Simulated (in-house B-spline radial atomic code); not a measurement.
Yb. Computed with a B-spline radial atomic code. Model: non-relativistic spherical atom: semilocal Troullier-Martins pseudo-atom, one channel per l, against all electrons, high spin, G0W0 and RPA with empty states to l = 8, local potential for every l without a channel, a model core (radius 0 = none) keeps its share of the functional.

Without relativity these are model numbers for so heavy an element.

What the tables leave out is listed at the end.

The pseudopotential gives back the lowest level of each angular momentum of its own functional in the configuration it was made in; a second state of the same l is only approximately right. Exact exchange, RPA and GW see the smooth pseudo-orbitals and miss the exchange with the core, for which the functional's share stands in. The column with an uncorrelated core keeps all orbitals and exact exchange, and so separates missing core correlation from pseudisation. Only the three outermost levels and the lowest empty one were computed. RPA here is direct RPA, with no exchange kernel, and its energies carry an (l + 1/2)⁻⁴ tail. A hybrid on a potential with a model core restores only its own semilocal share of the core's exchange.

Command:
```bash
python run_psgw.py task.json out
```
Settings (lengths in bohr, energies in hartree):
```
Z                      70
electrons              70
configuration          [Xe] 4f14 6s2
generated_in           [Xe] 4f14 6s2
functional             pbe,pbe
core_shells            8
radius_factor          1.3
core_correction        True
ion_configuration      [Xe] 4f14 6s1
```

Cost of the run: 2.1 min on 1 thread of Arm Neoverse N1 (shared host).

Given: made with PBE; model core radius 0.319 bohr; local radius 0.86 bohr; mean-field start PBE.

Valence shells of the generating configuration: 4d, 5s, 5p, 4f, 6s.

Channel: s 1.517, p 1.657, d 0.642, f 2.097 (radii in bohr).

Computed: largest level miss in the spin-unpolarised generating configuration 0.066 eV; valence RPA correlation energy all-electron orbitals -2.9266 hartree; all-electron RPA polarisability, core included 126.32 bohr³; pseudo-atom RPA polarisability 122.28 bohr³; ionisation by mean-field all-electron 5.8302 eV; ionisation by mean-field pseudo minus all 0.093 eV; ionisation by RPA pseudo minus all 0.186 eV.

```tsv
level	occupied	mean-field all-electron (eV)	mean-field pseudo minus all (eV)	G0W0 all-electron (eV)	G0W0 uncorrelated core minus all (eV)	G0W0 pseudo minus all (eV)	exchange self-energy all-electron (eV)	exchange self-energy pseudo (eV)
6s	1	-3.6045	-0.066	-5.8568	-0.007	-0.195	-7.1234	-7.3433
```

Problem. What is the valence RPA correlation energy pseudo?

Solution. -3.3683 hartree.

Problem. What is the ionisation by RPA all-electron?

Solution. 6.2344 eV.

Given: mean-field start PBE0.

Computed: valence RPA correlation energy pseudo -3.2369 hartree; all-electron RPA polarisability, core included 111.13 bohr³; pseudo-atom RPA polarisability 106.84 bohr³; ionisation by mean-field all-electron 5.7106 eV; ionisation by RPA all-electron 6.0409 eV; ionisation by RPA pseudo minus all 0.177 eV.

```csv
level,occupied,mean-field all-electron (eV),mean-field pseudo minus all (eV),G0W0 all-electron (eV),G0W0 uncorrelated core minus all (eV),G0W0 pseudo minus all (eV),exchange self-energy all-electron (eV),exchange self-energy pseudo (eV)
6s,1,-4.1145,-0.085,-5.9402,-0.007,-0.197,-6.9687,-7.1823
6p (empty),0,-0.92121,-0.028,-0.16275,-0.003,-0.057,-1.4264,-1.5157
```

Problem. What is the ionisation by mean-field pseudo minus all?

Solution. 0.107 eV.

Problem. What is the valence RPA correlation energy all-electron orbitals?

Solution. -2.7947 hartree.

Among the listed levels the largest G0W0 shift of the pseudo-atom is -0.20 eV, for 6s on the PBE0 start, while leaving the core uncorrelated moves that level by -0.01 eV. So pseudisation and the lost core exchange, not the missing core correlation, make the error. Not in the tables (levels of low weight, unsolved or above zero; the highest and the empty levels are kept at any weight): on PBE the G0W0 levels 4f (pseudo minus all +4.33 eV, weights 0.42 and 0.11), 5p (pseudo minus all -2.13 eV, weights 0.07 and 0.07), 5d (pseudo minus all +0.08 eV, weights 0.52 and 0.54); on PBE0 the G0W0 levels 4f (pseudo minus all +6.76 eV, weights 0.71 and 0.05), 5p (pseudo minus all -1.44 eV, weights 0.25 and 0.49); no Hartree-Fock pseudo-atom is run with a model core.
